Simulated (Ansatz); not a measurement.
Breaking a bond: SMILES ClB1NB(Cl)NB(Cl)N1 (H₃B₃Cl₃N₃). The N3–H12 bond (N3 also carries B, B; H12 carries nothing else) is varied alone, starting from the PBE0/def2-SVP optimised geometry.

Levels of theory: RKS-PBE0 = restricted PBE0/cc-pVDZ (Ansatz, a first-principles code); UCCSD(T) = CCSD(T) on UHF/cc-pVDZ, frozen core (Ansatz).

Energies relative to the lowest point of each curve near equilibrium, in kJ/mol:

```json
[
 {"R / Å": "0.83", "RKS-PBE0": "112.6"},
 {"R / Å": "0.89", "RKS-PBE0": "43.9"},
 {"R / Å": "1.01", "RKS-PBE0": "0.0"},
 {"R / Å": "1.04", "RKS-PBE0": "1.7"},
 {"R / Å": "1.07", "RKS-PBE0": "6.7"},
 {"R / Å": "1.14", "RKS-PBE0": "28.4"},
 {"R / Å": "1.23", "RKS-PBE0": "69.8"},
 {"R / Å": "1.34", "RKS-PBE0": "130.5"},
 {"R / Å": "1.66", "RKS-PBE0": "312.6"},
 {"R / Å": "1.89", "RKS-PBE0": "423.9"},
 {"R / Å": "2.45", "RKS-PBE0": "611.5"},
 {"R / Å": "2.96", "RKS-PBE0": "706.4"}
]
```

Q: Estimate the UCCSD(T) values at these points.

A: 0.83: 117.6; 0.89: 46.8; 1.01: 0.0; 1.04: 1.1; 1.07: 5.6; 1.14: 26.2; 1.23: 66.2; 1.34: 124.9; 1.66: 298.2; 1.89: 398.4; 2.45: 523.4; 2.96: 538.8 (kJ/mol).

The restricted form behind RKS-PBE0 keeps the bonding electrons paired and can't separate into open-shell fragments. The unrestricted determinant behind UCCSD(T) is spin-contaminated at 1.66 to 2.96 Å (<S²> up to 1.0, against 0.00 for a pure singlet).
